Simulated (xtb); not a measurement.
HS2 (SMILES [S]S), doublet, at a GFN2-xTB geometry. Base run: GFN2-xTB run with xtb.

xtb was given this input:
```
$ xtb mol.xyz --gfn 2 --uhf 1 --json

# file mol.xyz
3

S      0.91067831    -0.45184823    -0.02081956
S     -0.80573747     0.48637639     0.01910795
H     -1.67905351    -0.55245053     0.02738580
```

Each row names what was changed in the base input (with any setting that the change needs).

```tsv
change	ΔE vs base (kcal/mol)	dipole (D)	G_solv (kcal/mol)	SCF cycles
base	0.000	2.16	-	11
alpb = water	-0.008	2.78	-2.58	11
acc = 30	0.000	2.16	-	8
gbsa = chcl3	-4.49	2.51	-5.06	10
etemp = 1000	-0.488	2.10	-	12
acc = 1000	0.002	2.13	-	4
alpb = chcl3	-4.72	2.49	-5.22	10
```

ALPB and GBSA are two models with their own fitted parameters for each solvent, which aren't always the measured dielectric constant.
